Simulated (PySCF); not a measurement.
# Where the electron goes

Species: C5H8N2.
Z-matrix (Å and degrees, GFN2-xTB geometry), rows numbered from 1:
```
C 
C   1  1.3308
C   2  1.4384  1  123.40
N   3  1.2745  2  119.92  1  -177.90
N   4  1.2794  3  129.01  2  -170.90
C   5  1.2616  4  131.61  3   -99.11
C   6  1.4882  5  120.49  4  -170.45
H   1  1.0758  2  121.99  3   179.50
H   1  1.0780  2  121.52  3    -0.39
H   2  1.0809  1  121.14  3  -179.52
H   3  1.0930  2  117.83  1     1.65
H   6  1.0929  5  122.34  4     9.20
H   7  1.0897  6  110.15  5  -121.22
H   7  1.0898  6  110.08  5   120.11
H   7  1.0860  6  110.14  5    -0.45
```

Method: TDDFT CAM-B3LYP/def2-SVPD, vertical, gas phase, core orbitals frozen in the response (PySCF).

Frontier orbitals with the atoms that hold most of them (Löwdin shares over 4%, at most four atoms; ? is withheld):

```json
{"orbital": "LUMO+2", "ε (eV)": "1.68", "atoms": "C7 29%, C6 16%, H13 11%, H14 10%"}
{"orbital": "LUMO+1", "ε (eV)": "1.09", "atoms": "C6 31%, N5 29%, N4 9%, H12 7%"}
{"orbital": "LUMO", "ε (eV)": "0.01", "atoms": "?"}
{"orbital": "HOMO", "ε (eV)": "-7.68", "atoms": "?"}
{"orbital": "HOMO-1", "ε (eV)": "-8.32", "atoms": "N4 40%, C6 19%, N5 19%, C3 8%"}
{"orbital": "HOMO-2", "ε (eV)": "-10.08", "atoms": "C2 26%, C1 20%, N5 18%, C3 9%"}
{"orbital": "HOMO-3", "ε (eV)": "-11.40", "atoms": "C2 18%, C3 17%, N5 13%, C1 10%"}
```

Give the leading atoms of the LUMO.

C1 (bonded to C and 2 H) 23%; N4 (bonded to C and N) 23%; C2 (bonded to 2 C and H) 15%; C3 (bonded to C, N and H) 15%. By element: carbon 53% or more, nitrogen 23% or more.

Which atoms hold the HOMO, and with what shares?

N5 (bonded to C and N) 28%; C1 (bonded to C and 2 H) 17%; N4 (bonded to C and N) 16%; C3 (bonded to C, N and H) 14%. By element: nitrogen 44%, carbon 31% or more.

The HOMO–LUMO gap is 7.69 eV. Where does the response calculation put the lowest singlet, and from which orbitals?

S1 is at 4.55 eV (f = 0.023), 3.13 eV below the gap, made of HOMO-1→LUMO (82%). Its leading pair isn't HOMO and LUMO; the energies of that pair differ by 8.33 eV. 

One configuration dominates each of S1, S3 and S4. Which, and how do the shares of the two leading atoms of either orbital change from the occupied to the empty one?

- S1 (4.55 eV, f 0.023), HOMO-1→LUMO (82%): N4 40% → 23%, C6 19% → at most 16%, C1 at most 8% → 23%
- S3 (5.36 eV, f 0.748), HOMO→LUMO (71%): N5 28% → at most 16%, C1 17% → 23%, N4 16% → 23%
- S4 (6.34 eV, f 0.437), HOMO-1→LUMO+1 (88%): N4 40% → 9%, C6 19% → 31%, N5 19% → 29%

Löwdin shares depend on the basis, the more so with diffuse functions.

On one thread, Arm Neoverse V1 (aarch64), no GPU, shared host with 32 logical CPUs at a one-minute load of 15, this took 40 s of wall time (grids of density and orbitals included) and 0.93 GiB of memory at its peak.

One conformer stands for the species.
